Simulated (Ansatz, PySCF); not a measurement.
C3H6BFO2, SMILES CCC(=O)B(O)F. Atoms are numbered in the order given.

```xyz
13

C     -2.6839     0.4158    -0.1373
C     -1.2191     0.7783     0.0272
C     -0.2788    -0.4013    -0.0954
O     -0.6856    -1.5324    -0.3084
B      1.3040    -0.1455     0.0615
O      1.7637     1.0999     0.2961
F      2.1453    -1.1705    -0.0425
H     -2.9913    -0.3225     0.6188
H     -2.8653    -0.0422    -1.1213
H     -3.3281     1.3022    -0.0410
H     -0.8883     1.5364    -0.7099
H     -1.0121     1.2600     1.0031
H      2.7283     1.1417     0.3734
```

The structure is a stationary point at r2SCAN-D4/def2-SVP. This is a generated structure with no PubChem entry under its InChIKey; it may be hypothetical. One conformer was computed; it need not be the lowest.

Two levels are set side by side: PBE-D3(BJ)/def2-SVP (Ansatz, an electronic-structure program) and r2SCAN-D4/def2-SVP (Ansatz). Each level has its own optimised geometry; the coordinates shown are those of the second. Frequencies come from the Hessian of PySCF at each geometry. Differences are taken from unrounded values.

```tsv
quantity	r2SCAN-D4
mean bond length (Å)	1.252
bond C1–C2 (Å)	1.518
bond C2–C3 (Å)	1.514
bond C3–O4 (Å)	1.221
bond C3–B5 (Å)	1.611
bond B5–O6 (Å)	1.348
bond B5–F7 (Å)	1.330
bond C1–H8 (Å)	1.100
bond C1–H9 (Å)	1.100
bond C1–H10 (Å)	1.100
bond C2–H11 (Å)	1.108
bond C2–H12 (Å)	1.108
bond O6–H13 (Å)	0.969
highest harmonic wavenumber (cm⁻¹)	3812
mean harmonic wavenumber (cm⁻¹)	1286
zero-point energy (kcal/mol)	60.69
```

Task: What does PBE-D3(BJ) give, and how far is it from r2SCAN-D4? (An estimate is asked for; the answer gives what the named calculation found.)

Result: 
```tsv
quantity	PBE-D3(BJ)	PBE-D3(BJ) minus r2SCAN-D4
mean bond length (Å)	1.260	0.007
bond C1–C2 (Å)	1.523	0.005
bond C2–C3 (Å)	1.520	0.007
bond C3–O4 (Å)	1.229	0.008
bond C3–B5 (Å)	1.618	0.007
bond B5–O6 (Å)	1.357	0.009
bond B5–F7 (Å)	1.339	0.009
bond C1–H8 (Å)	1.108	0.008
bond C1–H9 (Å)	1.108	0.008
bond C1–H10 (Å)	1.107	0.007
bond C2–H11 (Å)	1.115	0.007
bond C2–H12 (Å)	1.115	0.007
bond O6–H13 (Å)	0.977	0.009
highest harmonic wavenumber (cm⁻¹)	3694	-118
mean harmonic wavenumber (cm⁻¹)	1252	-34
zero-point energy (kcal/mol)	59.07	-1.61
```
